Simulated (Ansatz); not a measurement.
C2H7NSSi, SMILES `[SiH3]N1CSC1`, relaxed with RKS PBE0-D4/def2-TZVP in Ansatz from a PBE-D4/def2-SVP geometry. The force threshold is 0.005 eV/Å; the program also tests the step.

The species carries charge 0 and has multiplicity 1.

Start:

```xyz
12

Si   -0.992    0.267    1.330
N     0.100    0.034   -0.014
C     0.977   -1.094   -0.298
S     1.506   -0.353   -1.917
C     0.195    0.786   -1.259
H    -0.332   -0.323    2.548
H    -1.203    1.750    1.480
H    -2.351   -0.381    1.183
H     0.467   -2.078   -0.438
H     1.815   -1.227    0.425
H    -0.721    0.779   -1.897
H     0.539    1.839   -1.142
```

(1) How much energy does the relaxation release, and in how many steps? (Estimate.)

(2) Which bonds change most? (An estimate is asked.)

(3) Give the relaxed structure. (Best estimate.)

## Answers

(1) Ansatz gave: 0.07 eV, in 8 steps.

(2) The calculation gave: Si1–N2 from 1.748 to 1.719 Å; S4–C5 from 1.858 to 1.829 Å; C3–S4 from 1.857 to 1.829 Å; C3–H10 from 1.114 to 1.094 Å.

(3) The calculation gave: 
```xyz
12

Si   -0.974    0.262    1.306
N     0.164    0.084    0.031
C     0.978   -1.077   -0.284
S     1.402   -0.404   -1.931
C     0.200    0.789   -1.239
H    -0.374   -0.332    2.529
H    -1.229    1.716    1.480
H    -2.286   -0.410    1.062
H     0.430   -2.024   -0.353
H     1.846   -1.207    0.369
H    -0.745    0.793   -1.795
H     0.588    1.810   -1.174
```
